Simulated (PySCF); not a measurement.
## AsO and its ions

PBE; PySCF, no relativity, basis sets As def2-TZVPPD, O def2-TZVPPD. Neutral (UKS): doublet (π ↑), Re = 1.643 Å, ωe = 955 cm⁻¹, De = 5.55 eV, HOMO -4.65 eV, LUMO -4.55 eV.

AsO⁺ (UKS): singlet (closed shell), Re = 1.584 Å, ωe = 1094 cm⁻¹, De = 7.15 eV to As⁺ + O. The energies at the minima are -2310.68527 hartree for AsO and -2310.38013 for AsO⁺.

(1) Work out the adiabatic ionisation energy, without and with harmonic zero-point energies (1 hartree = 27.2114 eV, 1 eV = 8065.5 cm⁻¹), and the change of the bond length.

AsO⁻ (UKS): triplet (π ↑↑), Re = 1.717 Å, ωe = 790 cm⁻¹, De = 5.06 eV to As + O⁻. The energies at the minima are -2310.68527 hartree for AsO and -2310.73241 for AsO⁻.

(2) Work out the adiabatic electron affinity, without and with harmonic zero-point energies (1 hartree = 27.2114 eV, 1 eV = 8065.5 cm⁻¹), and the change of the bond length.

Spin–orbit coupling is left out. For an ion De counts to the pair picked by the measured ionisation energies or electron affinities, which need not be the lowest pair at this level. The highest Kohn–Sham level is positive in this anion. Much of that is self-interaction error, but it also means that the finite basis helps to hold the extra electron. States were picked by a PBE0 search and need not be the measured ground states.

## Answers

(1) At PBE: 0.30514 hartree = 8.303 eV between the minima; the zero-point term (1094.0 − 955.0)/2 cm⁻¹ = +0.009 eV makes it 8.312 eV. Re changes by -5.9 pm against the neutral. The electron leaves a π orbital, and the shorter bond of the ion fits an antibonding orbital, or a change in how ionic the bond is.

(2) At PBE: 0.04714 hartree = 1.283 eV between the minima; the zero-point term (955.0 − 790.0)/2 cm⁻¹ = +0.010 eV makes it 1.293 eV. Re changes by +7.4 pm against the neutral. The electron enters a π orbital, and the longer bond of the ion fits an antibonding orbital, or a change in how ionic the bond is.
